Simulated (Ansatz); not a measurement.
Compare A (`O[SiH](O)[Si](F)(Cl)Cl`) with its isomer B (`O[Si@@H](Cl)O[Si@H](F)Cl`).

Computed with Ansatz on PBE0-D4/def2-TZVP structures; ΔE is electronic, products minus reactants. CCSD(T)/CBS is the MP2 limit (def2-TZVPP, def2-QZVPP) plus CCSD(T) − MP2 in def2-TZVPP, frozen cores. DFT in def2-TZVPP. B3LYP here is the variant with VWN-RPA as its local correlation; programs differ in this. Each species was taken in one conformer, which may not be the lowest.

Which isomer does CCSD(T)/CBS put lower? Give the gap. (An estimate is asked.)

Ansatz gave: B, by 167.4 kJ/mol.

Give E(B) − E(A) in kJ/mol with HF/def2-TZVPP, B3LYP-D4, r2SCAN-D4, PBE0-D4, B3LYP, B2PLYP, PBE-D4. (An estimate is asked.)

Computed: HF/def2-TZVPP -192.4, B3LYP-D4 -160.7, r2SCAN-D4 -161.0, PBE0-D4 -148.3, B3LYP -160.4, B2PLYP -167.7, PBE-D4 -135.3. None reverses the order clearly.

Largest T1 diagnostic: 0.012.

In def2-TZVPP, CCSD(T) changes the Hartree–Fock value by +23.1 kJ/mol (the triples alone add +3.6 kJ/mol) and MP2 by +18.0 kJ/mol. From PBE to PBE0 (25 % exact exchange), in def2-TZVPP and without D4, E(B) − E(A) moves by −13.0 kJ/mol.
